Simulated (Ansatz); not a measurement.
Stepwise substitution at one centre (B SiH3-H). All species are isolated molecules in the gas phase. Strings in code marks are SMILES.

Quantity: vertical ionisation energy (energy after one electron is removed minus that of the parent at the parent's geometry), in eV.

A: `[SiH3]B[SiH3]`
B: `B[SiH3]`
C: `B`

Q: Put the candidates in order of vertical ionisation energy (energy after one electron is removed minus that of the parent at the parent's geometry), lowest first, for frozen-core MP2/cc-pVTZ // B3LYP-D3(BJ)/def2-TZVP (Ansatz, a program for electronic structure).

A: A (10.16 eV), B (10.92 eV), C (13.26 eV)
